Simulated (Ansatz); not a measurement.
CH$_{5}$BO$_{3}$ (SMILES COB(O)O), singlet, geometry from GFN2-xTB, with bond 10-7 at 1.8 times its length; SC-NEVPT2/STO-3G, CASSCF(2,3) (Ansatz, a quantum-chemistry and plane-wave program).

Input for Ansatz:
Ansatz 0.2 input:
```yaml
crystal:
  periodic: [false, false, false]
  atoms:
    - {symbol: B, position_ang: [0.01418998, 0.02814444, 0.50381150]}
    - {symbol: O, position_ang: [-0.21440423, -0.55518038, 1.71404321]}
    - {symbol: H, position_ang: [-0.00020355, -0.03296419, 2.48579483]}
    - {symbol: O, position_ang: [0.52346110, 1.29534987, 0.35617885]}
    - {symbol: H, position_ang: [0.71294341, 1.77494457, 1.16047888]}
    - {symbol: O, position_ang: [-0.29856168, -0.71619977, -0.57514783]}
    - {symbol: C, position_ang: [-0.11128416, -0.26471109, -1.89907019]}
    - {symbol: H, position_ang: [0.74936553, -0.78025390, -2.33212961]}
    - {symbol: H, position_ang: [-1.00790193, -0.51803087, -2.46717458]}
    - {symbol: H, position_ang: [0.19448972, 1.67353265, -1.95870304]}
basis:
  gaussian:
    orbitals: STO-3G
magnetization: {spin_polarized: false}
correlation: {method: sc_nevpt2, electrons: all, active_space: {window: {electrons: 2, orbitals: 3}}}
```

Task: What does Ansatz print? Leave out banner, timings and long lists.

Result: 
```
Functional definition: HF
429 factors; integrals over basis functions are off by at most 4.9e-5 eV
mean field evaluation 1: about -7782.3099 eV, gradient 3.3e1 eV
mean field evaluation 2: about -7782.4939 eV, gradient 3.3e1 eV
mean field evaluation 4: about -7786.3553 eV, gradient 2.3e0 eV
mean field evaluation 8: about -7786.3769 eV, gradient 1.3e-4 eV
mean field -7786.37685319 eV, -286.1440715588 hartree, gradient 1.2e-6 eV, S^2 0.000000; 0 other end points of the search recorded, 0 dependent functions left out; unrestricted orbitals would lower it
reference -7786.37685319 eV, -286.1440715588 hartree; 20, 20 occupied and 10, 10 virtual orbitals, 429 factors
state -7788.74749812 eV, -286.2311911532 hartree
state -7788.74749812 eV, -286.2311911532 hartree; corrected -7793.93652049 eV, -286.4218842080 hartree
WARN: 1 active orbitals are nearly empty or full. The corrections depend on them more than the energy does, and are more stable in an active space without them
Total energy: -7793.93652049 eV, -286.4218842080 hartree
```
